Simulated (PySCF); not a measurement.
C3H6GeO, SMILES [CH3][Ge@H]1[CH]=C[O]1. Atoms are numbered in the order given.

```xyz
11

C      2.0395     0.3280    -0.2290
Ge     0.2346     0.0524     0.4558
C     -1.3015     0.9357    -0.3250
C     -1.5890    -0.2546    -0.9027
O     -0.6922    -1.2310    -0.5948
H      2.5103     1.1842     0.2788
H      1.9934     0.5299    -1.3082
H      2.6536    -0.5671    -0.0485
H      0.2224    -0.3776     1.9387
H     -1.8267     1.8859    -0.3801
H     -2.4173    -0.5378    -1.5669
```

The structure is a stationary point at B3LYP-D3(BJ)/def2-SVP. The structure was generated by enumeration; whether it is a known compound was not checked.

All values below come from PBE/def2-TZVP run with PySCF.

Atomic charges (e):

| atom | Mulliken | IAO |
|---|---|---|
| C1 | -0.48 | -0.69 |
| Ge2 | 0.46 | 0.95 |
| C3 | -0.37 | -0.53 |
| C4 | 0.10 | 0.08 |
| O5 | -0.37 | -0.55 |
| H6 | 0.14 | 0.17 |
| H7 | 0.15 | 0.17 |
| H8 | 0.15 | 0.17 |
| H9 | 0.00 | -0.08 |
| H10 | 0.12 | 0.16 |
| H11 | 0.10 | 0.15 |
